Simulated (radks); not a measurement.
The hydrogen anion H-, [He], held by a Watson sphere: a shell of charge +1 at radius R that stands for the Madelung well of a crystal (potential energy -1/R inside, -1/r outside, in hartree with lengths in bohr). All-electron calculation, non-relativistic Kohn-Sham, PBEsol, spin-polarised, spherical densities, point nucleus. Program: a radial shooting solver on a logarithmic mesh with Libxc functionals. Response by self-consistent Sternheimer equations with the Hartree and adiabatic LDA kernel. The sphere does not respond.

\begin{tabular}{lrrrrr}
R (bohr) & e(1s) (eV) & <r> 1s (bohr) & sum of <r^2> (bohr^2) & X-ray form factor at sin(theta)/lambda = 0.3 1/angstrom & alpha (bohr^3) \\ \hline
1.62 & -7.693 & 1.673 & 7.411 & 0.386 & 11.32 \\
1.86 & -7.085 & 1.762 & 8.234 & 0.346 & 13.89 \\
2.06 & -6.639 & 1.830 & 8.909 & 0.322 & 16.24 \\
2.1 & -6.555 & 1.843 & 9.042 & 0.318 & 16.73 \\
2.11 & -6.535 & 1.847 & 9.075 & 0.317 & 16.86 \\
2.54 & -5.740 & 1.975 & 10.47 & 0.286 & 22.63 \\
2.68 & -5.515 & 2.013 & 10.91 & 0.279 & 24.68 \\
2.7 & -5.484 & 2.018 & 10.97 & 0.279 & 24.98 \\
2.98 & -5.076 & 2.087 & 11.82 & 0.270 & 29.38 \\
\end{tabular}
